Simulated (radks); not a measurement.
Problem. Neutral lanthanum: order these configurations by energy. Calculated with a radial shooting solver on a logarithmic mesh with Libxc functionals: Dirac Kohn-Sham, BLYP, spin-unpolarised, spherical densities, finite nucleus; Fermi nuclear charge, rms radius of each element as measured or else 0.836 A^(1/3) + 0.57 fm. Sub-shells are occupied by j as written (lower j first in brackets). [Xe] 5d(3/2: 1, 5/2: 0) 6s1 6p(1/2: 1, 3/2: 0); [Xe] 5d(3/2: 1, 5/2: 0) 6s2; [Xe] 5d(3/2: 2, 5/2: 0) 6s1; [Xe] 6s2 6p(1/2: 1, 3/2: 0).

Solution. From the lowest, in eV above it: [Xe] 5d(3/2: 1, 5/2: 0) 6s2 0.000; [Xe] 5d(3/2: 2, 5/2: 0) 6s1 0.763; [Xe] 6s2 6p(1/2: 1, 3/2: 0) 2.259; [Xe] 5d(3/2: 1, 5/2: 0) 6s1 6p(1/2: 1, 3/2: 0) 2.261.
